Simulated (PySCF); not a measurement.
## Orbital energies and ionisation energy

Compound: C2H7ClSi.
Atom-mapped SMILES: `[SiH3:1][CH2:2][CH2:3][Cl:4]` (hydrogens: H5, H6, H7 on Si1; H8, H9 on C2; H10, H11 on C3)

Geometry (PBE0-D3(BJ)/def2-SVP, Å), atoms numbered from 1 in this order:
```xyz
11
C2H7ClSi angstrom
Si    -1.2158    0.3556    0.0173
C      0.6486    0.6800   -0.0029
C      1.4815   -0.5750    0.1201
Cl     3.2419   -0.2210    0.0935
H     -1.5985   -0.5460   -1.1130
H     -1.6162   -0.3007    1.3002
H     -1.9516    1.6478   -0.1199
H      0.8982    1.2068   -0.9390
H      0.8894    1.3739    0.8196
H      1.2948   -1.2733   -0.7080
H      1.2879   -1.1047    1.0636
```

Level: wB97X-D/def2-SVPD (PySCF). Frontier orbitals with their largest atomic shares (Löwdin; up to four atoms above 4 %):

| orbital | ε (eV) | main atoms |
| --- | --- | --- |
| HOMO−3 | -11.61 | Si1 36 %, H6 22 %, H5 22 %, C2 10 % |
| HOMO−2 | -11.28 | C2 28 %, Cl4 21 %, Si1 18 %, C3 11 % |
| HOMO−1 | -10.39 | Cl4 77 %, C3 13 % |
| HOMO | -10.31 | ? |
| LUMO | 1.71 | Si1 29 %, Cl4 23 %, C3 11 %, H7 7 % |
| LUMO+1 | 2.16 | Si1 29 %, Cl4 21 %, C3 12 %, C2 9 % |
| LUMO+2 | 2.38 | Si1 49 %, H5 13 %, H6 13 %, C2 7 % |

Q: What vertical ionisation energy does ΔSCF give, and how far is −ε(HOMO) from it?

A: ΔSCF: 10.80 eV (1042 kJ/mol; threshold wavelength 115 nm); ⟨S²⟩ of the doublet left behind is 0.756, against 0.75 for a pure doublet. −ε(HOMO) is 10.31 eV, 0.49 eV below it. In exact Kohn–Sham theory the two would be equal; wB97X-D (range-separated hybrid) falls short of its own ΔSCF value by 5 %. Holes in the HOMO−1 and HOMO−2 were tried too where these lie within 1.2 eV of the HOMO; the lowest converged state counts.

Q: On which atoms does the HOMO lie?

A: Cl4 (alkyl chlorine) 69 %, C2 (sp3 carbon bound to silicon) 13 %, C3 (sp3 C–Cl carbon) 7 %, Si1 (SiH3 silicon) 6 %, so more than half of it is on one atom. The HOMO−1 lies 0.08 eV lower.

Q: How many of the 10 lowest singlet excitations (vertical TDDFT, same level) lie below the ionisation energy?

A: All 10; they run from 7.28 to 9.29 eV.

Q: What kinetic energy would electrons from this vertical process carry with He II light (40.814 eV)?

A: 40.81 − 10.80 = 30.01 eV.

Q: What total energies stand behind the ΔSCF value?

A: E(N) = -829.80414 Eh and E(N − 1) = -829.40733 Eh at the same geometry, 0.39681 Eh apart.

Geometry: PBE0-D3(BJ)/def2-SVP, one conformer, isolated molecule.

Note: wB97X-D ran without an empirical dispersion term, which enters the total energy and its gradient alone.
